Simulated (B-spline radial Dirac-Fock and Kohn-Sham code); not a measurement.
## Auger decay of the M2 hole in Pt

System: neutral platinum, [Xe] 4f14 5d9 6s1.

Method: one-electron (LDA, Dirac) transition rates at Dirac-Fock energies. Computed with a radial atomic solver. Kinetic energies are configuration averages from the vacuum level; the two-hole energies are estimated from single-hole states.

```tsv
transition	kinetic energy (eV)	width (meV)	share (%)
M2-M4N1	56.97	773	5.9
M2-M4N2	173.4	778	5.9
M2-M5N2	–	868	6.6
M2-M4N3	265.9	792	6.0
M2-M3N6	271.7	447	3.4
M2-M3N7	275.7	422	3.2
M2-M4N4	457.1	295	2.2
M2-M4N5	–	362	2.8
M2-M4N6	721.4	2210	16.9
M2-M4N7	723.7	3420	26.0
```

A dash stands for an energy that rests on an unreliable hole state.

Coster-Kronig rates are the weakest part of this model and often come out 1.5 to 2.5 times too large. The listed channels hold 79 % of the non-radiative rate. Summed by principal shells, of 13.1 eV in all: MMN 84.6 %, MNN 8.2 %, MMO 5.7 %, MNO 1.4 %.
